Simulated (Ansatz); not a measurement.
Harmonic frequencies (cm⁻¹) at PBE0-D4/def2-TZVP from Ansatz: 21, 91, 118, 132, 211, 314, 352, 487, 524, 560, 617, 686, 706, 1132, 1175, 1181, 1194, 1218, 1390, 1478, 1493, 1495, 1683, 1921, 1924, 2982, 3032, 3067, 3081, 3424.

Each molecule was computed in one conformer, which needn't be the lowest.

Problem. Which molecule is it?
A. `[SiH3]SCS`
B. `C[N](C)[Sn][OH]`
C. `N=C(O)[CH2][SnH3]`
D. `C[O][SnH2][CH]=N`

Solution. D.
